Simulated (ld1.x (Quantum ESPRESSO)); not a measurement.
beryllium, PAW: configuration errors across variants

ld1.x (Quantum ESPRESSO) 7.5 input, shortened:

```
&input
   title='Be', zed=4., rel=0, dft='PBESOL', iswitch=3,
   config='[He] 2s1 2p1'
 /
 &inputp
   pseudotype=3, lpaw=.true., tm=.true., lloc=-1, rcloc=1.40,
   nlcc=.false.,
   which_augfun='BESSEL', rmatch_augfun=0.55
 /
4
1S  1  0   2.00   0.00  0.65  0.75  0.0
2S  2  0   1.00   0.00  0.65  0.75  0.0
2P  2  1   1.00   0.00  3.45  4.60  0.0
2P  2  1   0.00   0.20  3.45  4.60  0.0
 &test
   configts(1)='1s2 2s1 2p1'
 /
```

All-electron excitation energies from the reference (eV): (1) 1s2 2s2 2p0 -3.592; (2) 1s2 2s1 2p0 5.864; (3) 1s2 2s0 2p0 23.587; (4) 1s1 2s2 2p0 123.756; (5) 1s2 2s1.5 2p0 0.129.

The overlap operator is not positive definite (basis up to 400 Ry) in “base”, “waves 1s (bound): rcut 0.48, rcutus 0.50 bohr; 2s (bound): rcut 0.48, rcutus 0.50 bohr”, “waves 1s (bound): rcut 0.56, rcutus 0.60 bohr; 2s (bound): rcut 0.56, rcutus 0.60 bohr”, “waves 1s (bound): rcut 0.65, rcutus 0.88 bohr; 2s (bound): rcut 0.65, rcutus 0.88 bohr”. Such files are unfit for use, however small their errors in these radial tests.

Tests that are not counted but printed errors over 1 eV. “base”: 1s2 2s0 2p1 (solver errors, printed error -7.6 eV). “waves 1s (bound): rcut 0.48, rcutus 0.50 bohr; 2s (bound): rcut 0.48, rcutus 0.50 bohr”: 1s2 2s0 2p1 (solver errors, printed error -6.1 eV); 1s2 2s0 2p2 (solver errors, printed error -19.6 eV). “waves 1s (bound): rcut 0.56, rcutus 0.60 bohr; 2s (bound): rcut 0.56, rcutus 0.60 bohr”: 1s2 2s0 2p1 (solver errors, printed error -7.7 eV); 1s2 2s0 2p2 (solver errors, printed error -17.4 eV). “waves 1s (bound): rcut 0.65, rcutus 0.88 bohr; 2s (bound): rcut 0.65, rcutus 0.88 bohr”: 1s2 2s0 2p1 (solver errors, printed error -6.7 eV).

2 further variants failed, have other tests or too few solved ones, and are left out.

Errors AE − PS in meV (a dash: test not solved or not reliable):

| change | (1) | (2) | (3) | (4) | (5) | bound ghosts |
| --- | --- | --- | --- | --- | --- | --- |
| base | +475 | +266 | +79 | -587 | +378 | not determined (overlap not positive) |
| waves 1s (bound): rcut 0.48, rcutus 0.50 bohr; 2s (bound): rcut 0.48, rcutus 0.50 bohr | +277 | +111 | +11 | -898 | +198 | not determined (overlap not positive) |
| waves 1s (bound): rcut 0.56, rcutus 0.60 bohr; 2s (bound): rcut 0.56, rcutus 0.60 bohr | +351 | +170 | +40 | -773 | +265 | not determined (overlap not positive) |
| waves 1s (bound): rcut 0.65, rcutus 0.88 bohr; 2s (bound): rcut 0.65, rcutus 0.88 bohr | +377 | +190 | +50 | -766 | +289 | not determined (overlap not positive) |

Problem. Give the same row for: waves 1s (bound): rcut 0.65, rcutus 0.78 bohr; 2s (bound): rcut 0.65, rcutus 0.78 bohr.

Solution. +450, +246, +70, -635, +355; bound ghosts: not determined (overlap not positive). Not counted: 1s2 2s0 2p1 (solver errors, printed error -7.6 eV); 1s2 2s0 2p2 (solver errors, printed error -14.3 eV). Its overlap operator is not positive definite in a basis up to 400 Ry (lowest eigenvalue p -3.99), so the file is unfit for use: the generalised eigenproblem breaks down once the basis is large enough, and its test numbers describe a broken file.
